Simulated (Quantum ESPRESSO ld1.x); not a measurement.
Valence configurations of the niobium ion Nb+ (all share [Kr]). Method: Dirac Kohn-Sham, PW91, spin-unpolarised, spherical densities, point nucleus; open shells fill j = l - 1/2 first; computed with ld1.x of Quantum ESPRESSO 7.5. Order these by energy: 4d2 5s2; 4d3.5 5p0.5; 4d2 5s1 5p1; 4d4; 4d2.5 5s0.5 5p1; 4d2.5 5s1.5; 4d3 5p1; 4d3 5s1; 4d3 5s0.5 5p0.5; 4d3.5 5s0.5.

Answer. From the lowest, in eV above it: 4d4 0.000; 4d3.5 5s0.5 0.096; 4d3 5s1 0.448; 4d2.5 5s1.5 1.081; 4d3.5 5p0.5 1.960; 4d2 5s2 2.020; 4d3 5s0.5 5p0.5 2.394; 4d3 5p1 4.363; 4d2.5 5s0.5 5p1 5.161; 4d2 5s1 5p1 6.270. NIST lists [Kr] 4d4 as the ground configuration; this level of theory agrees among the configurations tried. The energies are those of spherical spin-averaged densities, not of single terms.
